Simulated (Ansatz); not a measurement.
The same path of BF2HSSi (6 atoms, charge 0, multiplicity 1) was run twice with different band settings. Lost on the way: B2–Si4, Si4–H6. Made: B2–H6.

Level of theory: RKS PBE0/def2-SVP in Ansatz 0.2.0.

Relaxed end points:

```xyz
6
Properties=species:S:1:pos:R:3
F 0.224 -2.448 0.151
B -0.079 -1.177 0.051
S -1.589 -0.311 -0.376
Si 0.288 0.706 0.085
F 0.976 1.488 -1.158
H 0.221 1.677 1.202
```

```xyz
6
Properties=species:S:1:pos:R:3
F -0.507 -2.268 0.936
B -0.152 -1.021 0.705
S -0.338 -0.351 -0.967
Si 0.439 1.621 -0.436
F 0.312 2.319 -1.906
H 0.287 -0.364 1.621
```

Common settings: spring 5.0 eV/Å²; optimiser quadratic models (default); start path through a guess of the saddle point; force threshold 0.03 eV/Å; iteration limit 60; end points relaxed.

| run | movable images | climbing image |
| --- | --- | --- |
| 1 | 5 | yes |
| 2 | 8 | no |

What does each run give, and how far can it be trusted?

Run 1: converged after 30 iterations, highest image 1.931 eV above the first end. The profile has 2 maxima (images 1, 5) with wells between them (image 3): this band takes more than one step, which may be the mechanism or a detour left from its start path. Neighbouring images differ by up to 1.9 eV, so the band resolves the path poorly. A vibrational analysis at the climbing image gives one clearly imaginary mode, 831i cm⁻¹: a first-order saddle point.
Run 2: converged after 16 iterations, highest image 1.610 eV above the first end. The profile has 2 maxima (images 3, 6) with wells between them (image 5): this band takes more than one step, which may be the mechanism or a detour left from its start path. Neighbouring images differ by up to 1.2 eV, so the band resolves the path poorly. No image climbed, so the highest image needn't sit at the top of the path.
The orbitals stay closed-shell, which can raise the energy where a bond breaks towards radicals; this wasn't checked here.
